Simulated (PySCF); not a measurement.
Input file for PySCF: R-HF/STO-3G on BrH5OSi (a complex).

```python
from pyscf import gto, scf, dft, mp
from pyscf.data.elements import chemcore

mol = gto.M(
    atom='''
    Br   -0.60941552   -1.15564798   -0.02079492
    H    -0.15485613   -0.42266917    1.13543890
    O     0.41415649    0.49281821    2.69080823
    Si   -0.09076068    0.12681566    4.23551692
    H     1.09887725    1.15488645    2.56405945
    H     1.03795800   -0.38051467    5.04901101
    H    -1.12040152   -0.91284549    4.06364915
    H    -0.65775792    1.32434713    4.89702187
    ''',
    basis='sto-3g',
    charge=0, spin=0, verbose=3, max_memory=1800)
mf = scf.RHF(mol)
mf.conv_tol = 1e-8
mf.max_cycle = 100
mf.kernel()
if not mf.converged:
    mf = mf.newton().run(mf.mo_coeff, mf.mo_occ)
```

Task: Give the final energy of this run.

Result: -2907.0024 hartree.
